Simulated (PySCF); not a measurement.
Species: Si(CF3)Cl3, CCl3F3Si.
Structure used (PBE0-D3(BJ)/def2-SVP), in Å, numbered top down from 1:
```
atom  x, y, z in Å
Si1   -0.030    0.048   -0.912
C2     0.073   -0.081    1.008
F3    -1.148   -0.143    1.545
F4     0.694    0.983    1.524
F5     0.745   -1.171    1.383
Cl6    1.865    0.091   -1.647
Cl7   -1.028    1.762   -1.364
Cl8   -1.033   -1.575   -1.621
```

Computed at PBE0/pcSseg-1 (PySCF, non-relativistic), with Q(35Cl) = −0.0817 b: Cl6, 35Cl (I = 3/2): χzz = -46.21 MHz, η = 0.022.

(1) Find the zero-field quadrupole resonance frequencies of 35Cl at Cl6.

(2) Apply the simplest Townes–Dailey estimate (no s hybridisation, no π bonding), ionic character = 1 − χzz/χ0, where χ0 is the coupling for one missing p electron along the bond: −109.74 MHz for 35Cl.

Answers

(1) From ν = (|χ|/2)√(1 + η²/3): ν = 23.11 MHz (chlorine bonded to Si). For 37Cl the ratio of quadrupole moments, 0.7881, gives 18.21 MHz.

(2) Cl6 on Si1: 1 − (-46.21)/(-109.74) = 0.58. In this model a purely covalent bond gives χ0 and a free halide ion gives zero; s hybridisation or π bonding, where present, is counted here as ionic character.

In a crystal, neighbours and librations shift these lines. Geometry: PBE0-D3(BJ)/def2-SVP; no solvent, vibrations or thermal averaging. The small basis limits the accuracy of the gradients.
